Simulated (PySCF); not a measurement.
Bonding in `OC[C@@]12[C@H]3C=C[C@@H]1[C@@H]2C=C3`

Compound: C₉H₁₀O.
SMILES with atom numbers: `[OH:1][CH2:2][C@@:3]12[C@H:4]3[CH:5]=[CH:6][C@@H:7]1[C@@H:8]2[CH:9]=[CH:10]3` (hydrogens: H11 on O1; H12, H13 on C2; H14 on C4; H15 on C5; H16 on C6; H17 on C7; H18 on C8; H19 on C9; H20 on C10)

Cartesian coordinates in Å at the GFN2-xTB level; atoms count from 1:
```
atom  x, y, z in Å
O1     2.6206    0.8754   -0.7798
C2     1.6330    0.0404   -1.3424
C3     0.4292   -0.1047   -0.4538
C4    -0.4110    1.1071   -0.0281
C5    -1.8313    0.6791   -0.3073
C6    -1.8993   -0.6394   -0.4981
C7    -0.5630   -1.2325   -0.4967
C8     0.3623   -1.0199    0.7407
C9    -0.1207   -0.2310    1.8728
C10   -0.4917    0.9874    1.4745
H11    2.7839    0.5866    0.1255
H12    1.3599    0.5102   -2.2917
H13    2.0490   -0.9573   -1.5552
H14   -0.1015    2.0708   -0.4245
H15   -2.6592    1.3607   -0.2257
H16   -2.7945   -1.2205   -0.6328
H17   -0.3800   -2.1414   -1.0512
H18    1.0820   -1.8096    0.9061
H19   -0.1584   -0.6141    2.8773
H20   -0.9144    1.7635    2.0873
```

Bond orders from the PBE0/pcSseg-1 density (PySCF). Geometry: GFN2-xTB, one conformer, isolated molecule.

**Question.** How far do the computed orders between heavy atoms stray from the drawn ones?

**Answer.** The largest departure is 0.233, at C5–C6 (drawn double, 1.767) and C9–C10 (drawn double, 1.767). Drawn single, order below 0.88: C7–C8 (0.808).

**Question.** Give the Mayer order of every bond, beside its length.

**Answer.** 
```
   bond  drawn as  length (Å)  Mayer order
  O1–C2    single       1.410        0.964
  C2–C3    single       1.503        1.063
  C3–C4    single       1.535        0.956
  C4–C5    single       1.509        0.990
  C5–C6    double       1.334        1.767
  C6–C7    single       1.462        1.059
  C7–C8    single       1.560        0.808
  C8–C9    single       1.462        1.055
 C9–C10    double       1.334        1.767
  C7–C3    single       1.503        0.894
  C8–C3    single       1.506        0.889
 C10–C4    single       1.510        0.993
 O1–H11    single       0.964        0.948
 C2–H12    single       1.094        0.933
 C2–H13    single       1.102        0.940
 C4–H14    single       1.087        0.972
 C5–H15    single       1.075        0.976
 C6–H16    single       1.076        0.985
 C7–H17    single       1.080        0.968
 C8–H18    single       1.081        0.970
 C9–H19    single       1.076        0.986
C10–H20    single       1.075        0.977
```

Bonds between the same two heavy elements. C–C: lowest C7–C8 (0.808, 1.560 Å), highest C5–C6 and C9–C10 (1.767, 1.334 Å); in 6 of the 55 pairs the longer bond (by over 0.003 Å) has the higher order (by 0.02 or more). Bonds named together lie within 0.004.

**Question.** Sum the orders of all bonds at each heavy atom with more than one neighbour and set the sums beside the valence in the SMILES.

**Answer.** O1 1.912 (drawn 2), C2 3.900 (drawn 4), C3 3.802 (drawn 4), C4 3.911 (drawn 4), C5 3.733 (drawn 4), C6 3.811 (drawn 4), C7 3.729 (drawn 4), C8 3.722 (drawn 4), C9 3.808 (drawn 4), C10 3.737 (drawn 4). Orders between atoms that aren't bonded are not in these sums.

The Mayer order sums products of elements of PS (density times overlap matrix) between the two atoms' basis functions, so it depends on the basis set.

The run behind these numbers computed NMR shieldings as well. Hardware: one thread, Arm Neoverse V2 (aarch64), shared host with 32 logical CPUs at a one-minute load of 25. Cost: 52 s of wall time (with the writing of density and orbital grids), 1.1 GiB resident at most.
